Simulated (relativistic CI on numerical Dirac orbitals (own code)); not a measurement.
# V3+ in a cubic cluster: L2,3 absorption with charge transfer

Computed with a charge-transfer multiplet model of a cubic metal-ligand cluster with up to one ligand hole, Slater and spin-orbit integrals from Dirac-Coulomb-Breit ions, Slater integrals scaled by 0.7. The ground state mixes d2 with configurations of k ligand holes L, whose averages lie at kΔ + k(k − 1)U_dd/2; a core hole lowers each added d electron by U_cd. 300 K, Lorentzian 0.4 eV and Gaussian 0.3 eV FWHM.

Atomic integrals in eV (Slater integrals scaled, ζ unscaled), ground: F2dd 7.050, F4dd 4.418, zeta_d 0.024; with the core hole: F2dd 7.631, F4dd 4.784, zeta_d 0.036, zeta_core 4.610, F2cd 4.267, G1cd 3.142, G3cd 1.783.

Cluster parameters (eV): Δ = 4.6, U_dd = 4.9, U_cd = 5.8, 10Dq = 1.85, 10Dq(ligand) = 0, final-state hopping factor = 0.8.

```json
{"Case": "V(eg) = 0.55 eV, V(t2g) = -0.25 eV", "n_d": "2.05", "d2": "0.95", "d3L": "0.05", "S": "1.00"}
{"Case": "V(eg) = 1.15 eV, V(t2g) = -0.52 eV", "n_d": "2.15", "d2": "0.85", "d3L": "0.15", "S": "1.00"}
{"Case": "V(eg) = 1.45 eV, V(t2g) = -0.66 eV", "n_d": "2.19", "d2": "0.81", "d3L": "0.19", "S": "1.00"}
```

Weights, n_d and S are thermal averages at 300 K. Photon energies count from the first peak over 30 % of the highest in each spectrum, which can be another peak from case to case. The parameters are a model scan and need not match a compound or its usual spin state. Peaks in eV (height, largest 100):
- V(eg) = 0.55 eV, V(t2g) = -0.25 eV: -2.2 (9), 0.0 (37), 1.5 (100), 3.7 (18), 4.5 (26), 4.8 (26), 7.3 (65), 8.4 (62), 9.1 (54)
- V(eg) = 1.15 eV, V(t2g) = -0.52 eV: -2.2 (9), 0.0 (37), 1.4 (100), 4.4 (26), 4.8 (25), 7.3 (63), 8.4 (61), 9.0 (52)
- V(eg) = 1.45 eV, V(t2g) = -0.66 eV: -2.2 (9), 0.0 (37), 1.5 (100), 4.4 (26), 4.9 (25), 7.4 (62), 8.4 (60), 9.1 (52)

Curve for V(eg) = 0.55 eV, V(t2g) = -0.25 eV (points under 2 left out, the grid thinned):

(E (eV), Intensity): (-3.1, 2.3), (-2.8, 5.0), (-2.4, 8.1), (-2.1, 8.8), (-1.7, 5.9), (-1.4, 8.7), (-1.1, 16.6), (-0.7, 26.1), (-0.4, 29.6), (-0.1, 36.5), (0.3, 34.5), (0.6, 36.7), (1.0, 59.5), (1.3, 92.6), (1.6, 95.4), (2.0, 72.7), (2.3, 55.7), (2.7, 38.8), (3.0, 26.4), (3.3, 19.3), (3.7, 18.2), (4.0, 18.6), (4.3, 24.0), (4.7, 25.5), (5.0, 24.1), (5.4, 12.5), (5.7, 12.3), (6.0, 19.5), (6.4, 27.7), (6.7, 31.4), (7.1, 52.9), (7.4, 63.7), (7.7, 44.6), (8.1, 45.8), (8.4, 62.0), (8.8, 49.4), (9.1, 54.2), (9.4, 38.4), (9.8, 20.8), (10.1, 13.2), (10.4, 8.2), (10.8, 5.4), (11.1, 4.2), (11.5, 2.8), (11.8, 2.1)

For the case V(eg) = 1.45 eV, V(t2g) = -0.66 eV, Δ = 4.6 eV is smaller than U_dd = 4.9 eV, the charge-transfer side of the Zaanen-Sawatzky-Allen scheme. With the core hole the configuration with one ligand hole lies at Δ + U_dd − U_cd = 3.7 eV above the one without, against Δ in the ground state. The added d electron screens the hole, so the order of the configurations is kept and charge-transfer satellites are weaker than in photoemission.

With at most 1 ligand hole the space is cut while the next configuration still counts, so covalency is underestimated, and a final configuration with one more ligand hole, which can lie low, is missing from the spectra.
